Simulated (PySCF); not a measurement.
C7H4N6, SMILES C1=CC2=NC=NC3=NC=NC(=N1)N23. Heavy atoms are numbered as in [CH:1]1=[CH:2][C:3]2=[N:4][CH:5]=[N:6][C:7]3=[N:8][CH:9]=[N:10][C:11](=[N:12]1)[N:13]23. Hydrogens are named by the atom that carries them.

Geometry: B3LYP-D3(BJ)/def2-SVP.

The numbers are results of PBE/pcSseg-1 (PySCF), not measurements.

GIAO shieldings, no solvent; atoms alike by connectivity are averaged. δ = σ(ref) − σ: ¹³C against TMS (σ = 182.0 ppm); ¹⁵N against NH3 (σ = 267.0 ppm); ¹H against TMS (σ = 31.49 ppm), references at their B3LYP-D3(BJ)/def2-TZVP geometries, non-relativistic.

Question: Estimate the chemical shifts. (Estimate from the structure and the level; the computed values follow.)

Answer: 
| nucleus | atoms | count | δ (ppm) |
|---|---|---|---|
| ¹³C | C9 (CH) | 1 | 176.6 |
| ¹³C | C5 (CH) | 1 | 175.1 |
| ¹³C | C1 (CH) | 1 | 169.2 |
| ¹³C | C7 | 1 | 163.6 |
| ¹³C | C3 | 1 | 163.0 |
| ¹³C | C11 | 1 | 159.7 |
| ¹³C | C2 (CH) | 1 | 115.7 |
| ¹⁵N | N12 | 1 | 302.2 |
| ¹⁵N | N10 | 1 | 295.5 |
| ¹⁵N | N6 | 1 | 287.9 |
| ¹⁵N | N4 | 1 | 281.1 |
| ¹⁵N | N8 | 1 | 278.8 |
| ¹⁵N | N13 | 1 | 221.3 |
| ¹H | H on C9 | 1 | 8.14 |
| ¹H | H on C1 | 1 | 8.06 |
| ¹H | H on C5 | 1 | 7.85 |
| ¹H | H on C2 | 1 | 5.89 |
